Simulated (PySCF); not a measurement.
# How the method moves the HOMO and LUMO of `C#CC[C@@H]1C[SiH2]1`

C5H8Si.
SMILES with atom numbers: `[CH:1]#[C:2][CH2:3][C@@H:4]1[CH2:5][SiH2:6]1` (hydrogens: H7 on C1; H8, H9 on C3; H10 on C4; H11, H12 on C5; H13, H14 on Si6)

Geometry (PBE0-D3(BJ)/def2-SVP, Å), atoms numbered from 1 in this order:
```xyz
14
C5H8Si angstrom
C      3.0028   -0.5936    0.6533
C      1.8043   -0.5649    0.8239
C      0.3598   -0.5170    1.0131
C     -0.3238    0.5600    0.1875
C     -1.8469    0.4726    0.0064
Si    -0.8728    0.2753   -1.5727
H      4.0661   -0.6183    0.5040
H     -0.0652   -1.5065    0.7664
H      0.1410   -0.3607    2.0859
H      0.0480    1.5683    0.4099
H     -2.3307   -0.4182    0.4251
H     -2.4254    1.3846    0.1885
H     -0.7406   -1.0889   -2.1421
H     -0.8209    1.3917   -2.5480
```

Basis pcSseg-1 throughout (PySCF), one geometry. Isolated species at its PBE0-D3(BJ)/def2-SVP geometry (one conformer only).

Q: How do the orbital energies, the gap and the dipole change with the method?

A: 
| method | kind | HOMO (eV) | LUMO (eV) | gap (eV) | μ (D) | SCF cycles |
| --- | --- | --- | --- | --- | --- | --- |
| B97-2 | global hybrid | -6.65 | 0.37 | 7.02 | 0.69 | 14 |
| PBE0 | global hybrid | -6.90 | 0.37 | 7.27 | 0.69 | 14 |
| mPW1PW91 | global hybrid | -6.92 | 0.38 | 7.31 | 0.69 | 14 |
| BHandHLYP | global hybrid | -7.88 | 1.27 | 9.14 | 0.70 | 12 |
| CAM-B3LYP | range-separated hybrid | -8.18 | 1.41 | 9.59 | 0.69 | 14 |
| wB97X-D | range-separated hybrid | -8.74 | 2.09 | 10.83 | 0.70 | 14 |
| LC-wPBE | range-separated hybrid | -9.52 | 2.52 | 12.03 | 0.70 | 13 |

The HOMO spans 2.86 eV, from B97-2 down to LC-wPBE, and the gap runs from 7.02 eV (B97-2) to 12.03 eV (LC-wPBE). Over the methods B97-2 (21 %), PBE0 (25 %), mPW1PW91 (25 %), BHandHLYP (50 %), a straight line through the gap against the share of exact exchange rises by 0.74 eV for each 10 % (correlation coefficient 1.000). The dipole ranges from 0.69 D (B97-2) to 0.70 D (LC-wPBE). This basis has no diffuse functions.
